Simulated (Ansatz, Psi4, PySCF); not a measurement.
H₄Si₂, singlet, at a GFN2-xTB geometry. Base run: B3LYP/def2-SVP (PySCF).

Geometry (Å):
```xyz
6

Si    -0.2889     0.9465     0.7715
H      0.3826     2.1223     0.1297
Si     0.2073    -0.8077    -0.5974
H      0.9963    -0.8613    -1.8410
H     -1.0917    -1.3884    -0.9892
H      0.8549    -1.8159     0.2642
```
All else is at PySCF's defaults.

The same geometry, method and basis name were run in Ansatz (a quantum-chemistry and plane-wave program) and Psi4 and PySCF, at each program's defaults and at the settings that a row names. The base is PySCF at its defaults. Differences at the defaults can come from grids, fitting, cores and function types together.

```csv
code and settings,ΔE vs base (mEh),basis functions,E (Eh),SCF cycles,dipole (D)
"PySCF, defaults (exact integrals, its default grid, spherical functions)",0.000,56,-581.15774,8,0.67
"Psi4, defaults (density fitting with its default set, its default grid, spherical functions)",-0.082,56,-581.15782,7,0.67
"Ansatz, defaults (factorised integrals, its default grid, spherical functions)",0.002,56,-581.15774,-,-
"PySCF, density fitting with def2-universal-jkfit",-0.086,56,-581.15782,8,0.67
"PySCF, fine grid",0.002,56,-581.15774,8,0.67
"Psi4, exact integrals, spherical functions, fine grid",0.002,56,-581.15774,10,0.67
"Ansatz, high accuracy",0.002,56,-581.15774,-,-
```
